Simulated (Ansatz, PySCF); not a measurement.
Species, as SMILES: CC(F)(F)F.
Geometry (B3LYP-D3(BJ)/def2-TZVP, fixed):
```xyz
8

C     -1.4757    -0.0186     0.0562
C      0.0246     0.0003    -0.0009
F      0.5756    -0.1412     1.2237
F      0.5104    -0.9973    -0.7704
F      0.4930     1.1584    -0.5135
H     -1.8076    -0.9670     0.4743
H     -1.8219     0.7996     0.6848
H     -1.8753     0.0980    -0.9493
```
Charge 0, spin multiplicity 1.

Near-linear dependence at PBE0/aug-cc-pVTZ with PySCF (spherical functions, density fitting): canonical orthogonalisation drops combinations whose overlap eigenvalue lies under the threshold. The set has 299 functions.

```tsv
threshold	orbitals kept	energy minus last row (mEh)	SCF cycles
1e-3	286	8.965	9
1e-4	295	0.117	9
1e-5	299	0.000	9
1e-6	299	0.000	9
1e-7	299	0.000	9
1e-9	299	0.000	9
```

The smallest overlap eigenvalue is 2.3e-05. Ansatz (an electronic-structure program) at its default drops 0 functions.
